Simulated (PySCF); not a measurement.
Compound: C4H2F2O2.
Z-matrix (Å and degrees, GFN2-xTB geometry), rows numbered from 1:
```
F 
C   1  1.3269
C   2  1.3220  1  122.91
O   3  1.3839  2  122.68  1  -179.96
C   4  1.3834  3  112.75  2     0.09
C   5  1.3221  4  122.71  3    -0.11
F   6  1.3269  5  122.98  4  -179.99
O   2  1.3800  1  111.15  3  -179.96
H   3  1.0746  2  123.64  1     0.07
H   5  1.0743  4  113.69  3   179.89
```

Probes without a nucleus sit at each ring's centroid and 1 Å off its mean plane on both sides; NICS is minus the shielding there, NICSzz its component along the normal. Level: GIAO PBE0/pcSseg-1 (PySCF, non-relativistic, gas phase) on the GFN2-xTB geometry, one conformer.

Ring bond lengths (Å), with Mayer bond orders in brackets: C2–C3 1.322 (1.81), C3–O4 1.384 (0.94), O4–C5 1.383 (0.94), C5–C6 1.322 (1.81), C6–O8 1.380 (0.96), O8–C2 1.380 (0.96).

Task: What do the NICS probes read (ppm)?

Result: 
```tsv
ring	type	NICS(0)	NICS(1), two faces	NICS(1)zz, two faces	rms pucker (Å)	centre to ring atoms, mean (Å)
C2–C3–O4–C5–C6–O8	6-membered ring with 2 O; formal bonds 2 double, 4 single	3.6	3.4 / 3.4	16.2 / 16.2	0.00	1.36
```

Task: What can be read from them?

Result: 
- C2–C3–O4–C5–C6–O8: mean NICS(1)zz 16.2 ppm, deshielded.

Task: And the bond-length index? HOMA = 1 − mean of α(R − Ropt)² over the ring bonds, with Krygowski's 1993 parameters (CC: Ropt 1.388 Å, α 257.7 Å⁻²; CO: Ropt 1.265 Å, α 157.38 Å⁻²).

Result: 
- C2–C3–O4–C5–C6–O8: HOMA -0.81; the largest term is that of C3–O4, α(R − Ropt)² = 2.23. The geometric and the magnetic index point the same way.

Task: At the second NICS(1) probe listed for ring C2–C3–O4–C5–C6–O8, 1 Å off the ring, what do the in-plane components average?

Result: The isotropic value is a third of the trace: (3 × 3.4 − (16.2))/2 = -3.0 ppm.
